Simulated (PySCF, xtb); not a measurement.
## Two structures of BH4In

Structure X: a singlet given by its coordinates. Structure Y: `[BH2][InH2]`, a singlet. Both are isolated molecules in the gas phase, relaxed with PBE0-D4/def2-SVP; the shapes shown needn't be the lowest conformers.

X (Å):

```xyz
6

B     0.0756    0.7535   -0.5692
In   -0.4494   -1.1331    0.4741
H    -0.2598    1.5972    0.2491
H     1.2791    0.6236   -0.7384
H    -0.6146    0.6836   -1.5758
H    -0.8718   -2.6405    1.3050
```

Close contacts (Å): B1–In2 2.22, B1–H3 1.22, B1–H4 1.22, B1–H5 1.22, In2–H6 1.77.

Y (Å):

```xyz
6

B     1.3765    0.9362   -3.0328
In    0.3090   -0.0553   -1.3281
H     2.4184    1.5326   -2.8751
H     0.9439    0.9051   -4.1633
H     0.6052   -1.7054   -0.8620
H    -0.8850    0.7599   -0.3599
```

Estimate E(Y) − E(X) at the level CCSD(T)/def2-TZVP.

Calculated at CCSD(T)/def2-TZVP: E(Y) − E(X) = +1.075 eV, so structure X lies lower.

How the difference moves with the method:

```json
{"level": "GFN2-xTB", "geometry": "GFN2-xTB", "E(Y) − E(X) (eV)": "+2.274", "departure from the last row (eV)": "+1.198", "job, with rough time for the two": "optimisation, 1.1 s"}
{"level": "HF/STO-3G", "geometry": "GFN2-xTB", "E(Y) − E(X) (eV)": "−0.891", "departure from the last row (eV)": "−1.967", "job, with rough time for the two": "single point, 4.4 s"}
{"level": "r2SCAN-D4/def2-SVP", "geometry": "GFN2-xTB", "E(Y) − E(X) (eV)": "+0.909", "departure from the last row (eV)": "−0.166", "job, with rough time for the two": "single point, 24 s"}
{"level": "PBE0-D4/def2-SVP", "geometry": "PBE0-D4/def2-SVP", "E(Y) − E(X) (eV)": "+1.205", "departure from the last row (eV)": "+0.129", "job, with rough time for the two": "optimisation, 3.6 min"}
{"level": "HF/def2-TZVP", "geometry": "PBE0-D4/def2-SVP", "E(Y) − E(X) (eV)": "+0.551", "departure from the last row (eV)": "−0.525", "job, with rough time for the two": "part of the CCSD(T) run"}
{"level": "MP2/def2-TZVP", "geometry": "PBE0-D4/def2-SVP", "E(Y) − E(X) (eV)": "+1.209", "departure from the last row (eV)": "+0.134", "job, with rough time for the two": "part of the CCSD(T) run"}
{"level": "CCSD(T)/def2-TZVP", "geometry": "PBE0-D4/def2-SVP", "E(Y) − E(X) (eV)": "+1.075", "departure from the last row (eV)": "", "job, with rough time for the two": "single point, 96 s"}
```

HF/STO-3G puts the two in the other order. The largest departure from CCSD(T)/def2-TZVP is that of HF/STO-3G, 1.967 eV. No reliable frequencies are at hand for X or Y, so they aren't confirmed as minima.

The correlated steps freeze 5 core orbitals; the filled d shell of In is correlated, in a basis made for valence electrons. Atoms past krypton carry core potentials in the def2 sets, other sets are all-electron and non-relativistic, and no spin–orbit term is included. Programs: PySCF 2.14.0, xtb 6.7.1; the last row on 2 threads of Intel(R) Xeon(R) Processor @ 2.50GHz (Skylake/Cascade Lake) on a shared host.
